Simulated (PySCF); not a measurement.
PySCF 2.14 output of an unrestricted revPBE calculation on a single atom or ion in aug-cc-pwCVTZ-DK with one added diffuse shell each of s, p, d, f, g type (11s10p8d5f4g, 152 functions), with the spin-free X2C one-electron Hamiltonian (Gaussian nucleus):

```
SCF conv_tol = 1e-09
number electrons alpha = 14  beta = 13
    Y. Zhang and W. Yang.,  Phys. Rev. Lett. 80, 890 (1998)
    J. P. Perdew, K. Burke, and M. Ernzerhof.,  Phys. Rev. Lett. 77, 3865 (1996)
    J. P. Perdew, K. Burke, and M. Ernzerhof.,  Phys. Rev. Lett. 78, 1396 (1997)
cycle= 1 E= -1653.63943407433  delta_E= -0.0176  |g|= 0.196  |ddm|= 0.336
cycle= 2 E= -1653.62499162419  delta_E= 0.0144  |g|= 0.421  |ddm|= 0.197
cycle= 3 E= -1653.64549073893  delta_E= -0.0205  |g|= 0.0385  |ddm|= 0.123
cycle= 4 E= -1653.64571339229  delta_E= -0.000223  |g|= 0.000698  |ddm|= 0.013
cycle= 5 E= -1653.64571346767  delta_E= -7.54e-08  |g|= 3.55e-05  |ddm|= 0.000303
cycle= 6 E= -1653.64571346806  delta_E= -3.89e-10  |g|= 5.27e-06  |ddm|= 4.65e-05
converged SCF energy = -1653.64571346806  <S^2> = 0.75044587  2S+1 = 2.0004458
```

The run itself started from symmetry-adapted Hartree-Fock orbitals and held the occupation by maximum overlap, on a logarithmic radial grid, so the iterations belong to that start.

Question: Which element, charge and spin multiplicity is this?

Answer: Cu²⁺ (copper, charge +2), multiplicity 2; the state was [Ar] 3d9, 2D determinant.
